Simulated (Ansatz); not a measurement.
Two structures of SiAsH6, doublet, reached by relaxing down either side of one saddle point (PBE0-D4/def2-TZVP). Energies are electronic, without zero-point energy. Program: Ansatz 0.2.0. Basis: def2-TZVPP and def2-QZVPP. Cores are frozen in the correlated methods; orbitals are unrestricted. Filled d shells of the heavier atoms are correlated. The def2 sets are not built for correlating such inner shells, so the correlated values are less sure here. Extrapolation: Hartree–Fock as exp(−7.88 √X), correlation as X^−2.97. First:

H1  (-1.151, -0.257, -0.861)
As2  (-1.887, 1.062, -1.091)
Si3  (1.108, -1.136, 0.549)
H4  (-1.753, 1.450, 0.375)
H5  (-0.593, 1.777, -1.453)
H6  (0.415, -0.587, 1.742)
H7  (1.831, -0.069, -0.190)
H8  (2.029, -2.241, 0.928)
(Å)

Second:

```
8
angstrom
H -0.1542 -1.3944 -0.4893
As -2.1207 1.3898 -1.0322
Si 0.8820 -0.9180 0.4625
H -1.5296 1.5106 0.3708
H -0.7587 1.6920 -1.6513
H 0.2335 -0.5027 1.7317
H 1.6025 0.2378 -0.1279
H 1.8452 -2.0152 0.7356
```

Problem. Which bonds change from the first to the second?

Solution. AsH₃ + SiH₃ → AsH₂ + SiH₄; bonds formed: H1–Si3; bonds broken: H1–As2.

Problem. Give the saddle point's structure and its height above each. (An estimate is asked for; the value comes from the calculation.)

Solution. The calculation gives: 0.090 eV above the first and 0.822 eV above the second (CCSD(T) at an estimated basis limit (MP2 extrapolated from triple and quadruple zeta, plus CCSD(T) − MP2 in triple zeta)).
```
8
angstrom
H -0.7845 -0.2223 -0.5673
As -1.8485 0.8268 -1.0522
Si 1.0217 -0.9787 0.5320
H -1.7774 1.5664 0.2765
H -0.7606 1.7045 -1.6549
H 0.5166 -0.6359 1.8867
H 1.9671 0.0593 0.0461
H 1.6655 -2.3201 0.5331
```

The T1 diagnostic stays at or below 0.014. ⟨S²⟩ of the unrestricted Hartree–Fock references: 0.75 to 0.77 (a pure state has 0.75).

Radical steps of this kind take place in plasma deposition and etching.

For scale, one of the runs: CCSD(T)/def2-TZVPP, 174 basis functions, launched by `ansatz run in.yaml --threads 4 --pin off --events-out ev --progress --plain --max-ram 9574MiB`. The run took 110 s on 4 CPU threads of an Arm Neoverse V1 (shared host), with 3.6 GiB of host memory at its peak.
